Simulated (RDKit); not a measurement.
Input for RDKit: UFF on C6H6 (SMILES c1ccccc1).

```python
from rdkit import Chem
from rdkit.Chem import AllChem, rdDetermineBonds

blocks = [
'''12

C     0.00000000    1.39825442   -0.00000000
C     1.21092366    0.69912821   -0.00000000
C     1.21092366   -0.69912821   -0.00000000
C    -0.00000000   -1.39825442   -0.00000000
C    -1.21092366   -0.69912821    0.00000000
C    -1.21092366    0.69912821    0.00000000
H     0.00000000    2.49112725    0.00000000
H     2.15737631    1.24556903    0.00000000
H     2.15737631   -1.24556903    0.00000000
H    -0.00000000   -2.49112725    0.00000000
H    -2.15737631   -1.24556903   -0.00000000
H    -2.15737631    1.24556903    0.00000000
''',
]
mol = None
for b in blocks:
    f = Chem.MolFromXYZBlock(b)
    rdDetermineBonds.DetermineBonds(f, charge=0)
    mol = f if mol is None else Chem.CombineMols(mol, f)
Chem.SanitizeMol(mol)
print(Chem.MolToSmiles(Chem.RemoveHs(mol)))
ff = AllChem.UFFGetMoleculeForceField(mol, vdwThresh=100.0, ignoreInterfragInteractions=False)
e = ff.CalcEnergy()
print(f'UFF energy {e:.6f} kcal/mol')
```

It printed:

```
c1ccccc1
UFF energy 10.786335 kcal/mol
```

The run finished.

Cost: very roughly 0.04 core-seconds.
